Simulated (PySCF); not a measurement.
C$_{3}$H$_{9}$BO, singlet, at a GFN2-xTB geometry, atoms displaced at random by about 0.03 Å a coordinate.

Here is a job for PySCF.
```python
from pyscf import gto, scf, dft

mol = gto.M(
    atom='''
B     0.05341886    0.42229895    0.45820745
C    -1.19723973   -0.31289489    1.11424248
H    -1.14064137   -1.36004366    1.23423896
H    -2.06519642   -0.14266294    0.40132080
H    -1.54965975    0.04305265    2.06081136
C     0.53182099    0.13298440   -1.04551390
C     0.18925709   -1.26212572   -1.57392514
H     1.58641234    0.20266858   -1.09197902
H     0.10370458    0.84587712   -1.70062174
H    -0.88626398   -1.47421834   -1.60075743
H     0.57298506   -2.11915147   -0.94394490
H     0.59729416   -1.39355903   -2.56731630
O     0.69619189    1.38709405    1.07012457
H     0.33333887    1.52267445    2.02324600
''',
    basis='6-31g',
    verbose=3,
)

mf = dft.RKS(mol)
mf.xc = 'r2scan'
mf.kernel()
g = mf.nuc_grad_method()
grad = g.kernel()
```

Problem. What HOMO energy does R2SCAN/6-31G, gradient (PySCF) give?

Solution. -6.64 eV

Problem. What Mulliken (on the basis functions themselves) charges in atom order does R2SCAN/6-31G, gradient give?

Solution. B1 0.64, C2 -0.76, H3 0.19, H4 0.17, H5 0.15, C6 -0.52, C7 -0.50, H8 0.18, H9 0.17, H10 0.15, H11 0.15, H12 0.16, O13 -0.57, H14 0.38

Problem. What is the computed nuclear repulsion energy (R2SCAN/6-31G, gradient)?

Solution. 168.9406 Eh

Problem. Predict the dipole moment from R2SCAN/6-31G, gradient.

Solution. 1.83 D

Problem. Give the HOMO-LUMO gap at the level R2SCAN/6-31G, gradient.

Solution. 7.10 eV
